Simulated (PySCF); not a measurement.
Magnetisability: SMILES [H]/N=C\C[C@@H]1CC[C@H]1C, C₇H₁₃N

Cartesian coordinates in Å; atom numbers follow the order of the lines, from 1:
```xyz
21

C    -1.0335    0.4195    1.7790
C    -0.8132    0.4504    0.2790
C    -1.9631   -0.0421   -0.6198
C    -0.9617   -0.8943   -1.4134
C     0.0897   -0.6506   -0.3161
C     1.4844   -0.2331   -0.7709
C     2.3401    0.1054    0.4121
N     2.9117    1.1876    0.6799
H    -1.3751   -0.5638    2.0961
H    -0.1052    0.6479    2.2995
H    -1.7823    1.1535    2.0696
H    -0.4713    1.4445   -0.0177
H    -2.4949    0.7216   -1.1832
H    -2.6851   -0.6444   -0.0719
H    -1.2410   -1.9314   -1.5881
H    -0.6829   -0.4400   -2.3626
H     0.1680   -1.5032    0.3621
H     1.9458   -1.0652   -1.3117
H     1.4172    0.6242   -1.4473
H     2.4651   -0.6945    1.1384
H     2.7785    1.9250   -0.0134
```

Computed, not measured: GIAO HF/pcSseg-1 magnetisability, rotational g tensor and spin-rotation constants, non-relativistic, gas phase (PySCF 2.14.0). Geometry: GFN2-xTB.

(1) What are the magnetisability and the molar susceptibility?

(2) Split it along the inertial axes a, b, c into diamagnetic and paramagnetic parts about the centre of mass, with the quadrupole moment.

(3) And the rotational g tensor?

Answers

(1) Isotropic -1329 × 10⁻³⁰ J/T², or -80.0 × 10⁻⁶ cm³/mol; principal values -1494, -1400, -1093 × 10⁻³⁰ J/T², anisotropy 363 × 10⁻³⁰ J/T² (root of half the summed squared differences of the principal values). The susceptibility is in cgs units.

(2) 
```
axis  χ (10⁻⁶ cm³/mol)  diamagnetic (10⁻⁶ cm³/mol)  paramagnetic (10⁻⁶ cm³/mol)  summed x² of all electrons (Å²)  quadrupole Θ (D Å)
   a             -84.6                      -514.9                        430.3                            202.7              -12.10
   b             -87.9                      -990.2                        902.3                             90.7               +2.02
   c             -67.7                     -1244.5                       1176.9                             30.7              +10.08
```
Anisotropies 2χaa − χbb − χcc = -13.6 and 2χbb − χaa − χcc = -23.5 × 10⁻⁶ cm³/mol. Θ is traceless in Buckingham's convention.

(3) 
```csv
axis,rotational constant (GHz),g,nuclear part,electronic part
a,3.2683,-0.0080,0.6528,-0.6608
b,1.3873,-0.0066,0.5814,-0.5881
c,1.0853,-0.0179,0.5821,-0.6001
```
Asymmetric top; isotopes 12C, 1H, 14N; no vibrational averaging.
